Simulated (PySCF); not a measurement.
Cartesian coordinates (Å):
```xyz
11

C     -1.9870     0.5442    -0.3897
Si    -0.9763    -0.8393    -0.0846
C      0.7743    -0.7531     0.1377
C      1.6037     0.4815     0.0955
H     -3.0593     0.4559    -0.5210
H     -1.5941     1.5520    -0.4622
H     -1.5946    -2.1801    -0.0015
H      1.3100    -1.6816     0.3238
H      1.0123     1.3790    -0.0926
H      2.1417     0.6267     1.0399
H      2.3693     0.4148    -0.6867
```
Charge 0, spin multiplicity 2.

Task: Predict the highest occupied spin orbital, dipole moment and total energy from PBE0-D3(BJ)/def2-TZVP in PySCF 2.14.0.

Result: 
```
Property                             Result
-----------------------------  ------------
highest occupied spin orbital      -6.09 eV
dipole moment                        0.86 D
total energy                   -407.7172 Ha
```
